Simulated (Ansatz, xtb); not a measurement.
**C4H5F3Ge: which of two isomers lies lower**

Structure I is `C#[C][GeH2][CH2]C(F)(F)F`, a singlet and structure II is `CC#[C][GeH2][C](F)(F)F`, a singlet. Both are isolated molecules in the gas phase, relaxed with r2SCAN-D4/def2-SVP; the shapes shown needn't be the lowest conformers.

I (Å):

```yaml
atoms:
  - { symbol: C, position_ang: [1.9471, -2.3407, -0.3701] }
  - { symbol: C, position_ang: [1.2080, -1.3761, -0.2603] }
  - { symbol: C, position_ang: [-1.2221, -0.0388, -1.6175] }
  - { symbol: C, position_ang: [-2.2260, 1.0733, -1.6794] }
  - { symbol: F, position_ang: [-2.9728, 1.1320, -0.5576] }
  - { symbol: F, position_ang: [-3.0767, 0.9339, -2.7121] }
  - { symbol: F, position_ang: [-1.6292, 2.2747, -1.8187] }
  - { symbol: Ge, position_ang: [0.0414, 0.1141, -0.1142] }
  - { symbol: H, position_ang: [2.6015, -3.1895, -0.4640] }
  - { symbol: H, position_ang: [-0.7004, 0.0413, 1.2226] }
  - { symbol: H, position_ang: [0.8578, 1.4039, -0.2255] }
  - { symbol: H, position_ang: [-0.6544, -0.0527, -2.5600] }
  - { symbol: H, position_ang: [-1.7610, -0.9945, -1.5332] }
```

II (Å):

```json
{"atom": "C", "x (Å)": "-0.5953", "y (Å)": "1.2683", "z (Å)": "0.5167"}
{"atom": "C", "x (Å)": "0.0251", "y (Å)": "0.4238", "z (Å)": "1.5186"}
{"atom": "C", "x (Å)": "0.5483", "y (Å)": "-0.2896", "z (Å)": "2.3627"}
{"atom": "C", "x (Å)": "3.1170", "y (Å)": "-2.0178", "z (Å)": "2.8353"}
{"atom": "F", "x (Å)": "3.7735", "y (Å)": "-2.8256", "z (Å)": "3.6959"}
{"atom": "F", "x (Å)": "2.9270", "y (Å)": "-2.7156", "z (Å)": "1.6997"}
{"atom": "F", "x (Å)": "3.9400", "y (Å)": "-0.9928", "z (Å)": "2.5441"}
{"atom": "Ge", "x (Å)": "1.3950", "y (Å)": "-1.3927", "z (Å)": "3.6260"}
{"atom": "H", "x (Å)": "-0.2963", "y (Å)": "2.3211", "z (Å)": "0.6447"}
{"atom": "H", "x (Å)": "-0.3026", "y (Å)": "0.9548", "z (Å)": "-0.4984"}
{"atom": "H", "x (Å)": "-1.6942", "y (Å)": "1.2180", "z (Å)": "0.5816"}
{"atom": "H", "x (Å)": "1.7396", "y (Å)": "-0.6181", "z (Å)": "4.8998"}
{"atom": "H", "x (Å)": "0.5592", "y (Å)": "-2.6387", "z (Å)": "3.9264"}
```

Quicker runs give these differences E(II) − E(I): GFN2-xTB −15.7 kJ/mol; HF/STO-3G −5.7 kJ/mol (at GFN2-xTB geometries); r2SCAN-D4/def2-SVP//GFN2-xTB +10.7 kJ/mol.

Which of the two would you expect CCSD(T)/def2-SVP + ΔMP2/def2-TZVPP electronic energies to favour?

Structure I; the calculation gives E(II) − E(I) = +30.2 kJ/mol.

The same difference at several levels:

```json
{"level": "GFN2-xTB", "geometry": "GFN2-xTB", "E(II) − E(I) (kJ/mol)": "−15.7", "departure from the last row (kJ/mol)": "−45.9", "job, with rough time for the two": "optimisation, 0.18 s"}
{"level": "HF/STO-3G", "geometry": "GFN2-xTB", "E(II) − E(I) (kJ/mol)": "−5.7", "departure from the last row (kJ/mol)": "−35.9", "job, with rough time for the two": "single point, 0.6 s"}
{"level": "r2SCAN-D4/def2-SVP//GFN2-xTB", "geometry": "GFN2-xTB", "E(II) − E(I) (kJ/mol)": "+10.7", "departure from the last row (kJ/mol)": "−19.5", "job, with rough time for the two": "single point, 4.4 s"}
{"level": "r2SCAN-D4/def2-SVP", "geometry": "r2SCAN-D4/def2-SVP", "E(II) − E(I) (kJ/mol)": "+17.3", "departure from the last row (kJ/mol)": "−12.9", "job, with rough time for the two": "optimisation, 39 s"}
{"level": "HF/def2-SVP", "geometry": "r2SCAN-D4/def2-SVP", "E(II) − E(I) (kJ/mol)": "+28.4", "departure from the last row (kJ/mol)": "−1.8", "job, with rough time for the two": "part of the CCSD(T) run"}
{"level": "MP2/def2-SVP", "geometry": "r2SCAN-D4/def2-SVP", "E(II) − E(I) (kJ/mol)": "+31.1", "departure from the last row (kJ/mol)": "+0.9", "job, with rough time for the two": "part of the CCSD(T) run"}
{"level": "CCSD(T)/def2-SVP", "geometry": "r2SCAN-D4/def2-SVP", "E(II) − E(I) (kJ/mol)": "+30.8", "departure from the last row (kJ/mol)": "+0.6", "job, with rough time for the two": "single point"}
{"level": "CCSD(T)/def2-SVP + ΔMP2/def2-TZVPP", "geometry": "r2SCAN-D4/def2-SVP", "E(II) − E(I) (kJ/mol)": "+30.2", "departure from the last row (kJ/mol)": "", "job, with rough time for the two": "single point, 2.7 min"}
```

As drawn, both hold the same kinds of bond in the same numbers. Structure I has 0 methyl groups, II 1.

GFN2-xTB, HF/STO-3G put the two in the other order. The largest departure from CCSD(T)/def2-SVP + ΔMP2/def2-TZVPP is that of GFN2-xTB, 45.9 kJ/mol. The last row adds to CCSD(T) the change of the MP2 difference between the two basis sets, here −0.6 kJ/mol.

With thermal terms from frequencies at re-optimised GFN2-xTB minima (ideal gas, soft modes damped towards free rotors, one conformer each, 298.15 K, 1 atm): the zero-point term adds −0.5 kJ/mol; ΔH is +32.2 and ΔG +25.6 kJ/mol.

The correlated steps freeze 16 core orbitals; the filled d shell of Ge is correlated, in a basis made for valence electrons. Run with Ansatz 0.2.0, xtb 6.7.1; the last row on 4 threads of Arm Neoverse V1 on a shared host.
